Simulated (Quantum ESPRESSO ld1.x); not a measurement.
The numbers below are computed, except where a source is named.
Problem. Species: the lead ion Pb39+. Configuration: [Kr] 4d7. Code: ld1.x of Quantum ESPRESSO 7.5. Model: Dirac Kohn-Sham, PBE, spin-unpolarised, spherical densities, point nucleus; open shells fill j = l - 1/2 first. Some entries of the table are withheld. Estimate them.

| orbital | occ. | eigenvalue (eV) | <r^2> (bohr^2) |
|---|---|---|---|
| 1s1/2 | 2 | -89671.562 | 0.0003571 |
| 2s1/2 | 2 | -17418.593 | 0.005362 |
| 2p1/2 | 2 | (1) | 0.003775 |
| 2p3/2 | 4 | (2) | 0.004956 |
| 3s1/2 | 2 | -5444.495 | 0.03424 |
| 3p1/2 | 2 | -5166.309 | 0.03108 |
| 3p3/2 | 4 | -4669.181 | 0.03710 |
| 3d3/2 | 4 | -4218.511 | 0.02822 |
| 3d5/2 | 6 | -4112.562 | 0.02983 |
| 4s1/2 | 2 | -2351.461 | 0.1431 |
| 4p1/2 | 2 | -2229.972 | 0.1416 |
| 4p3/2 | 4 | -2079.320 | 0.1618 |
| 4d3/2 | 4 | -1885.619 | (3) |
| 4d5/2 | 3 | -1854.291 | (4) |
| 5s1/2 | 0 | -1295.469 | 0.4398 |
| 5p1/2 | 0 | -1238.778 | 0.4491 |
| 5p3/2 | 0 | -1177.889 | 0.4965 |

Solution. 
(1) 2p1/2 eigenvalue (eV): -16791.591
(2) 2p3/2 eigenvalue (eV): -14602.308
(3) 4d3/2 <r^2> (bohr^2): 0.1549
(4) 4d5/2 <r^2> (bohr^2): 0.1606
